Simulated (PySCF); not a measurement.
Worked example: entropy of an ideal gas

C₃H₃N₂, SMILES n1[c][nH]cc1, multiplicity 2.

The structure is a stationary point at PBE-D3(BJ)/def2-SVP. The isomer is the one that the SMILES or the coordinates give; other isomers of the formula were not compared.

PBE-D3(BJ)/def2-SVP (PySCF 2.14.0) gives the harmonic wavenumbers 476, 600, 617, 714, 766, 820, 907, 1038, 1056, 1141, 1173, 1313, 1368, 1490, 1602, 3179, 3204, 3573 cm⁻¹ and the rotational temperatures 0.5115, 0.4500, 0.2394 K. The molar mass is 67.07 g/mol, the symmetry number 1, the spin multiplicity 2.

Work out the entropy at 298.15 K and 1 atm in the rigid-rotor, harmonic-oscillator model.


Translation (Sackur–Tetrode at 1 atm): S = R[1.5 ln M + 2.5 ln T − 1.16487] = 161.2 J/(mol K).
Rotation: q = (√π/σ) T^1.5/√(θA θB θC) = 38900, S = R[ln q + 3/2] = 100.3 J/(mol K).
Vibration: with u = 1.4388 ν/T, each mode gives R[u/(e^u − 1) − ln(1 − e^−u)]:
```
ν (cm⁻¹)  modes     u  S (J/(mol K))
--------  -----  ----  -------------
476           1  2.30           3.02
600           1  2.90           1.88
617           1  2.98           1.76
714           1  3.45           1.21
766           1  3.70           0.99
820           1  3.96           0.80
907           1  4.38           0.57
1038          1  5.01           0.34
1056          1  5.10           0.31
1141          1  5.51           0.22
1173          1  5.66           0.19
1313          1  6.34           0.11
1368          1  6.60           0.09
1490          1  7.19           0.05
1602          1  7.73           0.03
```
The stiffer modes add less than 0.005 each. Sum 11.6 J/(mol K).
Spin: R ln 2 = 5.8 J/(mol K).
Total 278.9 J/(mol K); the program's own thermochemistry gives 278.9. Translation makes up 58 % and vibration 4 %. Anharmonicity, hindered rotation and orbital degeneracy are left out.
